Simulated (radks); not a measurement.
The numbers below are computed, except where a source is named.
Rb1.25+, configuration [Ar] 3d10 4s2 5s(up 0.5, down 0.5) 4p(up 2.5, down 2.25) (fractional occupations, a model configuration).

Code: a radial shooting solver on a logarithmic mesh with Libxc functionals. Model: scalar-relativistic Kohn-Sham, PBEsol, spin-polarised, spherical densities, point nucleus.

Energy parts (hartree):
total: -2978.30889
kinetic: 3050.07803
electron-nucleus: -7159.99765
Hartree: 1229.87210
exchange-correlation: -98.26136

Orbitals (lengths in bohr, moments of r in powers of bohr; <r^-3> diverges for s and p1/2):
| orbital | occ. | eigenvalue (hartree) | <r^-3> | <1/r> |
|---|---|---|---|---|
| 1s up | 1 | -552.6931 | - | 37.86 |
| 1s down | 1 | -552.6922 | - | 37.86 |
| 2s up | 1 | -74.34919 | - | 8.428 |
| 2s down | 1 | -74.34862 | - | 8.428 |
| 2p up | 3 | -65.99451 | 1643 | 8.237 |
| 2p down | 3 | -65.99362 | 1643 | 8.237 |
| 3s up | 1 | -11.52447 | - | 2.807 |
| 3s down | 1 | -11.52335 | - | 2.807 |
| 3p up | 3 | -8.84527 | 249.3 | 2.654 |
| 3p down | 3 | -8.84400 | 249.3 | 2.654 |
| 3d up | 5 | -4.41023 | 30.95 | 2.391 |
| 3d down | 5 | -4.40872 | 30.96 | 2.392 |
| 4s up | 1 | -1.70220 | - | 0.9439 |
| 4s down | 1 | -1.69310 | - | 0.9440 |
| 4p up | 2.5 | -1.08905 | 27.23 | 0.8096 |
| 4p down | 2.25 | -1.08026 | 27.19 | 0.8088 |
| 5s up | 0.5 | -0.35987 | - | 0.3333 |
| 5s down | 0.5 | -0.35850 | - | 0.3321 |

The highest occupied level is 5s down at -9.755 eV. Spin moment in Bohr magnetons: 0.25. Summed over all electrons, <r^2> = 42.00 bohr^2, which gives a Langevin (diamagnetic) susceptibility term of -33.3 x 10^-6 cm^3/mol.
